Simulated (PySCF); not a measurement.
Mapped SMILES: `[CH2:1]=[C:2]([SiH3:3])[C:4]([F:5])([F:6])[F:7]`. Hydrogens are named by the atom that carries them. Ha(C1) is cis to Si3; Hb(C1) is trans to Si3.

Geometry: PBE0-D3(BJ)/def2-SVP; GIAO absolute shieldings from PySCF 2.14.0 with density-fitted response routines, gas phase, non-relativistic, averaged over equivalent atoms.

At PBE0/STO-3G (44 basis functions, 3.9 s wall time on 1 thread of an Arm Neoverse V1, shared host):
| atoms | σ (ppm) |
| --- | --- |
| C1 | 121.0 |
| C2 | 124.3 |
| C4 | 136.9 |
| Si3 | 580.2 |
| F5/F6/F7 | 398.1 |
| Hb(C1) | 26.79 |
| Ha(C1) | 27.00 |
| H(Si3) | 30.42 |

Q: Estimate the result of repeating the calculation with PBE0/pcSseg-0.

A: 
| atoms | σ at PBE0/pcSseg-0 | change |
| --- | --- | --- |
| C1 | 40.3 | -80.7 |
| C2 | 50.7 | -73.6 |
| C4 | 47.4 | -89.5 |
| Si3 | 447.1 | -133.1 |
| F5/F6/F7 | 266.4 | -131.7 |
| Hb(C1) | 25.67 | -1.12 |
| Ha(C1) | 26.17 | -0.83 |
| H(Si3) | 28.17 | -2.25 |

The largest change is at Si3 (silicon bonded to C, 3 H). Cost: 77 basis functions, 6.5 s wall time on 1 thread of an Arm Neoverse V1, shared host. The order of the carbon signals changes between the two levels.
